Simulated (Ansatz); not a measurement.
The first iterations of a band of AlH4NO2 + H2 (10 atoms, charge 0, multiplicity 1).

The calculation used RHF/cc-pVDZ (Ansatz 0.2.0).

| Property | Result |
| --- | --- |
| movable images | 7 |
| climbing image | yes |
| spring | 5.0 eV/Å² |
| optimiser | quadratic models (default) |
| start path | through a guess of the saddle point |
| force threshold | 0.03 eV/Å |
| iteration limit | 60 |
| end points | relaxed |

Initial state:

```xyz
10
Properties=species:S:1:pos:R:3
Al 0.109 -0.728 0.130
N -0.019 -0.112 1.789
H -0.866 0.007 2.310
H 0.773 0.091 2.368
O 1.670 -0.917 -0.540
H 1.843 -1.217 -1.416
O -1.251 -1.123 -0.829
H -2.160 -1.066 -0.590
H -0.417 3.565 1.656
H -0.307 2.824 1.643
```

Final state:

```xyz
10
Properties=species:S:1:pos:R:3
Al -0.114 0.351 -0.040
N -0.034 0.403 2.024
H -0.863 -0.065 2.362
H 0.770 -0.122 2.335
O 1.340 -0.570 -0.328
H 1.996 -0.339 -0.964
O -1.625 -0.524 -0.031
H -1.985 -0.998 -0.762
H -0.115 1.872 -0.523
H 0.007 1.317 2.447
```

| iteration | highest image above the first end (eV) | largest band force component (eV/Å) |
| --- | --- | --- |
| 1 | 4.806 | 27.279 |
| 2 | 1.829 | 2.875 |
| 3 | 1.425 | 3.514 |
| 4 | 1.015 | 1.257 |
| 5 | 0.728 | 3.164 |
| 6 | 0.865 | 1.279 |
| 7 | 0.566 | 3.340 |
| 8 | 0.578 | 0.984 |

**Question.** Does the band converge within its limit, and where does its top end?

**Answer.** The run converged. It ended after 26 iterations with the highest image 1.279 eV above the first end. Neighbouring images differ by up to 1.8 eV, so the band resolves the path poorly. A vibrational analysis at the climbing image gives one clearly imaginary mode, 1706i cm⁻¹: a first-order saddle point. The orbitals stay closed-shell, which can raise the energy where a bond breaks towards radicals; this wasn't checked here.

Run time: 3.8 min on 1 thread of Arm Neoverse V2, with other jobs on the host, peak memory 0.16 GiB.
